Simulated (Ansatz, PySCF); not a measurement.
B(Me)(OH)(SeH) (CH5BOSe), SMILES CB(O)[SeH]. Atoms are numbered in the order given.

```xyz
9

B     -0.1267     0.9345     0.0000
C      1.1561     1.8530     0.0000
H      1.1549     2.5126    -0.8866
H      1.1549     2.5126     0.8866
H      2.1042     1.2959     0.0000
O     -1.3948     1.4228     0.0000
H     -1.4330     2.3884     0.0000
Se     0.0948    -1.0165     0.0000
H     -1.3486    -1.3217     0.0000
```

Geometry optimised at B3LYP-D3(BJ)/def2-SVP. This is a generated structure with no PubChem entry under its InChIKey; it may be hypothetical. One conformer was computed; it need not be the lowest.

Vertical ionisation energy (IE) and electron affinity (EA) in eV. Rows of orbital energies are one-electron estimates. Where ΔSCF, EOM or ADC give a negative EA the extra electron is unbound and the value depends on the basis.

```json
[
 {"level": "−ε(HOMO), −ε(LUMO), M06-2X/def2-TZVP (PySCF)", "IE": "8.13", "EA": "-1.01"},
 {"level": "−ε(HOMO), −ε(LUMO), PBE/def2-TZVP (PySCF)", "IE": "5.88", "EA": "0.75"},
 {"level": "ΔSCF, PBE0/def2-SVPD (Ansatz), final states of multiplicity 2 and 2", "IE": "9.30", "EA": "-0.87"},
 {"level": "ΔSCF, PBE/def2-SVPD (Ansatz), final states of multiplicity 2 and 2", "IE": "9.23", "EA": "-0.71"}
]
```

Q: What vertical singlet–triplet gap does ΔSCF give with PBE0/def2-SVPD (Ansatz, a program for electronic structure) and with PBE/def2-SVPD (Ansatz)? (An estimate is asked for; the answer gives what the named calculation found.)

A: 5.29 and 5.12 eV (triplet above singlet where positive).
